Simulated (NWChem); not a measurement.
System: dimethyl telluride (C$_{2}$H$_{6}$Te); SMILES C[Te]C

Results from NWChem. All runs use the structure optimised with PBE0/def2-SVP. def2 effective core potentials on Te; no spin-orbit coupling. Level M06-L/def2-SVP: energy and gradient on several grids; changes count from the extra-fine grid, which is no exact limit either.

Problem. Which is the coarsest grid (coarse; xfine; fine; medium; xcoarse) from which on the energy stays within 50 μHa and each gradient component within 100 μHa/bohr of xfine?

Solution. medium.
```tsv
grid	size of the energy change (μHa)	largest change of a gradient component (μHa/bohr)	time, medium = 1 (rough)
xcoarse	10000	3000	about 1
coarse	700	800	about 1
medium	30	50	about 1
fine	< 10	40	about 1
xfine	< 10	< 30	3
```
